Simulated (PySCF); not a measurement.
Isomers of C6H15N, mass 101.120 u with the commonest isotopes. The calculation used PySCF, PBE0-D3(BJ)/def2-SVP geometry optimisation, gas phase. One conformer each, none proved a minimum here; rigid rotors.

Question: Order these by radius of gyration √(Σ m r²/M), smallest first.
A. `[CH3:1][CH2:2][CH2:3][NH:4][CH2:5][CH2:6][CH3:7]` with C1–C2–C3–N4 178°, C2–C3–N4–C5 180°, C3–N4–C5–C6 180°, N4–C5–C6–C7 -178°
B. `[CH3:1][CH2:2][N:3]([CH3:4])[CH:5]([CH3:6])[CH3:7]` with C1–C2–N3–C4 76°, C2–N3–C5–C6 69°
C. `[CH3:1][C:2]([CH3:3])([CH3:4])[CH2:5][CH2:6][NH2:7]` with C2–C5–C6–N7 180°, C5–C6–N7–H -58° and 58°

Answer: B (1.931 Å), C (2.046 Å), A (2.607 Å).

Question: Order these by rotational constant C, smallest first.
A. `[CH3:1][CH2:2][N:3]([CH3:4])[CH:5]([CH3:6])[CH3:7]` with C1–C2–N3–C4 76°, C2–N3–C5–C6 69° (methylethylisopropylamine)
B. `[CH3:1][CH2:2][CH2:3][NH:4][CH2:5][CH2:6][CH3:7]` with C1–C2–C3–N4 178°, C2–C3–N4–C5 180°, C3–N4–C5–C6 180°, N4–C5–C6–C7 -178°
C. `[CH3:1][CH:2]([CH3:3])[C@H:4]([CH3:5])[CH2:6][NH2:7]` with C1–C2–C4–C5 -71°, C2–C4–C6–N7 -57°, C4–C6–N7–H -70° and 172°
D. `[CH3:1][C:2]([CH3:3])([CH3:4])[CH2:5][CH2:6][NH2:7]` with C2–C5–C6–N7 180°, C5–C6–N7–H -58° and 58°

Answer: B (746.1 MHz), D (1390 MHz), A (1535 MHz), C (1573 MHz).

Question: Order these by rotational constant A, smallest first.
A. `[CH3:1][CH2:2][N:3]([CH3:4])[CH:5]([CH3:6])[CH3:7]` with C1–C2–N3–C4 76°, C2–N3–C5–C6 69° (methylethylisopropylamine)
B. `[CH3:1][C:2]([CH3:3])([CH3:4])[CH2:5][CH2:6][NH2:7]` with C2–C5–C6–N7 180°, C5–C6–N7–H -58° and 58° (3,3-dimethylbutylamine)
C. `[CH3:1][CH:2]([CH3:3])[C@H:4]([CH3:5])[CH2:6][NH2:7]` with C1–C2–C4–C5 -71°, C2–C4–C6–N7 -57°, C4–C6–N7–H -70° and 172°
D. `[CH3:1][CH2:2][CH2:3][NH:4][CH2:5][CH2:6][CH3:7]` with C1–C2–C3–N4 178°, C2–C3–N4–C5 180°, C3–N4–C5–C6 180°, N4–C5–C6–C7 -178°

Answer: C (3085 MHz), A (3447 MHz), B (4106 MHz), D (13088 MHz).

```csv
SMILES,point group,Ia (u·Å²),Ib (u·Å²),Ic (u·Å²),κ,μa (D),μb (D),μc (D)
CC(C)(C)CCN,Cs,123.10,359.97,363.67,-0.99,0.82,0.98,0.01
CCCNCCC,Cs,38.61,658.82,677.34,-1.00,0.00,0.12,0.75
CCN(C)C(C)C,C1,146.62,278.24,329.14,-0.71,0.28,0.20,0.36
CC(C)[C@H](C)CN,C1,163.80,278.64,321.37,-0.68,1.31,0.53,0.27
```
